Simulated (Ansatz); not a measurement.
```yaml
atoms:
  - { symbol: Co, position_ang: [0.0000, 0.0000, 0.0000] }
  - { symbol: C, position_ang: [0.0000, 0.0000, 1.5600] }
```

Basis set: pcseg-2 (spherical functions). Charge 0, multiplicity 2.

Computed with Ansatz (development build ahead of 0.2.0); each method stands on the lowest determinant of its kind that the runs found. Restricted functionals stand beside restricted open-shell atoms, which can lie above the unrestricted atoms usual in DFT and then raise those values.

The atomization energy at this shape (free ground-state atoms in the same class of orbitals less the molecule, no zero-point energy) of doublet CoC:

```tsv
method	atomization energy
PBE (restricted open-shell)	5.01 eV
PBE0 (unrestricted)	2.98 eV
PBE0 (restricted open-shell)	2.84 eV
UHF	-0.62 eV
```

Question: What does PBE (unrestricted) give?

Answer: 4.95 eV. Caution: another spin multiplicity may lie lower. Caution for PBE0 (unrestricted): the unrestricted determinant is spin contaminated. Caution for UHF: the unrestricted determinant is a mixture of spin states.

The shape needn't be a minimum at these levels.
